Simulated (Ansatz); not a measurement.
One change: `Cl[SiH2][CH2][GaH2]` becomes `O[SiH2][CH2][GaH2]`.

Ansatz, PBE0-D4/def2-TZVP geometries, multiplicity 1. Each molecule was computed in one conformer, which needn't be the lowest. `Cl[SiH2][CH2][GaH2]` holds a close contact that its SMILES doesn't draw: Ga···Cl 2.78 Å. `O[SiH2][CH2][GaH2]` holds a close contact that its SMILES doesn't draw: Ga···O 2.24 Å.

Scalar relativity is left out up to krypton.

```tsv
property	`Cl[SiH2][CH2][GaH2]`
LUMO energy (ωB97M-V/def2-TZVPP) / eV	0.81
HOMO–LUMO gap (ωB97M-V/def2-TZVPP) / eV	10.89
LUMO energy (B3LYP/def2-TZVPP) / eV	-1.10
HOMO energy (ωB97M-V/def2-TZVPP) / eV	-10.09
size of the dipole moment (B3LYP/def2-TZVPP) / D	1.99
LUMO energy (PBE0/def2-TZVPP) / eV	-0.87
```

**Question.** What does the change do to each property? (Best estimate.)

**Answer.** The calculation gave: 
```tsv
property	`O[SiH2][CH2][GaH2]`	shift
LUMO energy (ωB97M-V/def2-TZVPP) / eV	0.92	0.11
HOMO–LUMO gap (ωB97M-V/def2-TZVPP) / eV	10.54	-0.35
LUMO energy (B3LYP/def2-TZVPP) / eV	-0.92	0.18
HOMO energy (ωB97M-V/def2-TZVPP) / eV	-9.62	0.47
size of the dipole moment (B3LYP/def2-TZVPP) / D	2.10	0.11
LUMO energy (PBE0/def2-TZVPP) / eV	-0.67	0.20
```

With PBE0 the HOMO rises by 0.47 eV and the LUMO rises by 0.20 eV, so the gap narrows by about 0.27 eV. PBE moves the HOMO by 0.43 eV and ωB97M-V by 0.47 eV. Dipoles are sizes alone; their direction can turn.

B3LYP here is the variant with VWN-RPA as its local correlation; programs differ in this.
